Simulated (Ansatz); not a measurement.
Born–Oppenheimer molecular dynamics of F3HSi (5 atoms, charge 0, multiplicity 1). It starts at the highest image of a converged band. Of that band: Neighbouring images differ by up to 2.2 eV, so the band resolves the path poorly. A vibrational analysis at the climbing image gives one clearly imaginary mode, 1860i cm⁻¹: a first-order saddle point.

Computed with RHF/def2-TZVP (Ansatz).

```yaml
ensemble: NVE (velocity Verlet)
time_step: 0.5 fs
steps_asked: 200
starting_velocities_drawn_for: 100 K
seed: 10498
```

First frame:

```xyz
5
Properties=species:S:1:pos:R:3
Si -0.265 0.000 0.307
H 0.998 0.000 1.360
F 1.546 0.000 0.337
F -0.579 1.227 -0.606
F -0.579 -1.227 -0.606
```

Q: How far do the bonds stretch over the last three quarters of this one trajectory? (Pairs bonded in most of those frames.)

A: 
```json
{"bond": "Si1–F3", "mean (Å)": "1.599", "spread (Å)": "0.122", "shortest": "1.40", "longest": "1.77"}
{"bond": "Si1–F4", "mean (Å)": "1.568", "spread (Å)": "0.047", "shortest": "1.49", "longest": "1.64"}
{"bond": "Si1–F5", "mean (Å)": "1.561", "spread (Å)": "0.041", "shortest": "1.50", "longest": "1.64"}
```

Mean temperature of the second half: 5395 K. The conserved energy stayed within 4.2 meV per atom of its start (net change 0.46 meV per atom), so the integration is sound. The system heated up, since it started high on the potential surface and ran downhill. A run of 0.1 ps of so small a system gives no equilibrium averages. The orbitals stay closed-shell, which can raise the energy where a bond breaks towards radicals; this wasn't checked here.

Run time: 94 s on 4 threads of Intel(R) Xeon(R) Platinum 8488C (Sapphire Rapids), with other jobs on the host, peak memory 0.27 GiB.
